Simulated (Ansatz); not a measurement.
Calculated with Ansatz (gas phase, PBE0-D4/def2-TZVP geometries, no zero-point term in ΔE). CCSD(T)/CBS is the MP2 limit (def2-TZVPP, def2-QZVPP) plus CCSD(T) − MP2 in def2-TZVPP, frozen cores. This one scheme is used for every species. DFT in def2-TZVPP. HSE06 is defined as in plane-wave codes. For Ge outer-core shells are correlated without core-valence functions, which leaves a few kJ/mol of doubt a bond. Scalar relativity is left out up to krypton.

Reaction (germylene loss): `[AlH2][BH][GeH3]` → `[BH2][AlH2]` + `[GeH2]`

(1) Is it downhill or uphill in electronic energy at CCSD(T)/CBS, and by how much? (Estimate.)

(2) What do these levels give: LDA (SPW92), r2SCAN-D4, B97M-V, HSE06-D4, BHLYP-D4, B2PLYP, r2SCAN, r2SCAN0, RPA@PBE/def2-TZVPP, CCSD/def2-TZVPP, MP2/CBS(def2), CCSD/CBS(def2)? (Best estimate.)

(3) What do rigid-rotor, harmonic-oscillator terms from PBE0-D4/def2-TZVP frequencies (298.15 K, 1 bar) make of the CCSD(T)/CBS value? (An estimate is asked.)

Largest T1 diagnostic among the species: 0.013.

## Answers

(1) The calculation gave: Uphill: ΔE = +42.1 kcal/mol.

(2) Ansatz gave: LDA (SPW92) 52.3, r2SCAN-D4 45.8, B97M-V 43.8, HSE06-D4 44.3, BHLYP-D4 39.4, B2PLYP 39.0, r2SCAN 45.4, r2SCAN0 45.3, RPA@PBE/def2-TZVPP 38.8, CCSD/def2-TZVPP 41.3, MP2/CBS(def2) 44.9, CCSD/CBS(def2) 40.7 kcal/mol.

(3) Ansatz gave: ΔZPE = -3.0 kcal/mol, ΔH = +40.0 kcal/mol, ΔS = 130 J/(mol·K), ΔG = +30.7 kcal/mol. Modes under 50 cm⁻¹ make the entropy rough.

In def2-TZVPP, CCSD(T) changes the Hartree–Fock value by +10.1 kcal/mol (the triples alone add +1.5 kcal/mol) and MP2 by +12.9 kcal/mol. From BLYP to BHLYP (50 % exact exchange), in def2-TZVPP and without D4, ΔE moves by +4.8 kcal/mol.
